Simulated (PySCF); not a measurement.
Sn(F)(Me)(OH)2 (CH5FO2Sn), SMILES [CH3][Sn]([OH])([OH])[F]. The structure is a stationary point at PBE0-D3(BJ)/def2-SVP. The structure was generated by enumeration; whether it is a known compound was not checked. The def2 effective core potentials stand for the cores of Sn; spin–orbit coupling is left out. One conformer was computed; it need not be the lowest.

Computed equilibrium geometry at PBE0-D3(BJ)/def2-SVP (PySCF confirms it by a frequency run) as Cartesian coordinates in Å (one conformer of several):
```xyz
10

C      2.1007    -0.2641     0.2937
Sn     0.0219     0.0087     0.0207
O     -1.1583    -0.9636     1.2682
O     -0.4233     1.9237     0.0528
F     -0.5804    -0.6857    -1.6912
H      2.2672    -0.8210     1.2248
H      2.5810     0.7213     0.3471
H      2.4924    -0.8318    -0.5604
H     -1.7885    -1.5060     0.7772
H     -1.3752     2.0787     0.0659
```
Charge 0, spin multiplicity 1.
